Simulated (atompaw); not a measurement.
**Hf (Z = 72) PAW (atompaw): all-electron and pseudo phase curves**

- Element: hafnium (Hf)
- Generator: atompaw 4.2.0.5
- Type: PAW
- Functional: LDA (PW92)
- Relativity: scalar-relativistic
- Frozen core: [Kr] 4d10 4f14
- Valence charge: 12
- Reference configuration: 5s2 5p6 5d2 6s2 6p0
- Partial waves: 5s (bound): rc 1.65 bohr; 6s (bound): rc 3.00 bohr; 5p (bound): rc 2.05 bohr; 6p (bound, empty): rc 2.30 bohr; 5d (bound): rc 3.00 bohr; 5d channel at 2.9 Ry: rc 3.00 bohr
- Local potential: troulliermartins scheme with l = 3 at 0 Ry, radius 2.60 bohr
- Core correction: smooth core density matched at 2.85 bohr
- Augmentation charge: besselshape compensation charge, radius 2.85 bohr; PAW radius 3.00 bohr; waves and projectors: custom rrkj gramschmidtortho

The phase is arctan(r·u′/u) with u = r·R(r), unwrapped; energies in Ry, scanned from -7 to 5 Ry. A pole is an energy at which the radial function vanishes at the test radius. The pseudo phase is shifted by a multiple of π to meet the all-electron one at the reference energy, and phase errors are pseudo minus all-electron; the curves can meet again beyond the range given. Levels narrower than the energy grid can be missing from the lists of poles. n/a: not evaluated, since a narrow level or a reset projector energy made the automatic matching unsafe.

Problem. For each channel, where are the poles, and over which energies does the pseudopotential scatter like the atom?

Solution.

```json
{"channel": "s", "radius (bohr)": "3.00", "reference energy (Ry)": "-0.39", "poles, all-electron": "1.34", "poles, pseudo": "1.25", "unbroken range about the reference energy with phases within 0.05 rad": "n/a", "phase error 1 Ry above the reference energy (rad)": "n/a"}
{"channel": "p", "radius (bohr)": "3.00", "reference energy (Ry)": "-0.11", "poles, all-electron": "-2.57, 2.64", "poles, pseudo": "-2.57, 2.75", "unbroken range about the reference energy with phases within 0.05 rad": "below 4.4", "phase error 1 Ry above the reference energy (rad)": "+0.005"}
{"channel": "d", "radius (bohr)": "3.00", "reference energy (Ry)": "-0.21", "poles, all-electron": "0.27, 4.97", "poles, pseudo": "0.26, 4.84", "unbroken range about the reference energy with phases within 0.05 rad": "the whole range", "phase error 1 Ry above the reference energy (rad)": "-0.005"}
```

Phases in the p channel:

| E (Ry) | all-electron | pseudo |
| --- | --- | --- |
| -7.00 | 1.439 | 1.439 |
| -6.52 | 1.433 | 1.433 |
| -6.04 | 1.427 | 1.427 |
| -5.56 | 1.420 | 1.420 |
| -5.08 | 1.412 | 1.412 |
| -4.60 | 1.401 | 1.401 |
| -4.12 | 1.388 | 1.389 |
| -3.64 | 1.370 | 1.370 |
| -3.16 | 1.336 | 1.336 |
| -2.68 | 0.377 | 0.378 |
| -2.20 | -1.766 | -1.766 |
| -1.72 | -1.822 | -1.821 |
| -1.24 | -1.880 | -1.880 |
| -0.76 | -1.973 | -1.973 |
| -0.28 | -2.168 | -2.168 |
| 0.20 | -2.756 | -2.755 |
| 0.68 | -3.924 | -3.919 |
| 1.16 | -4.396 | -4.391 |
| 1.64 | -4.564 | -4.558 |
| 2.12 | -4.651 | -4.644 |
| 2.60 | -4.708 | -4.699 |
| 3.08 | -4.754 | -4.740 |
| 3.56 | -4.796 | -4.777 |
| 4.04 | -4.844 | -4.813 |
| 4.52 | -4.909 | -4.854 |
| 5.00 | -5.018 | -4.907 |
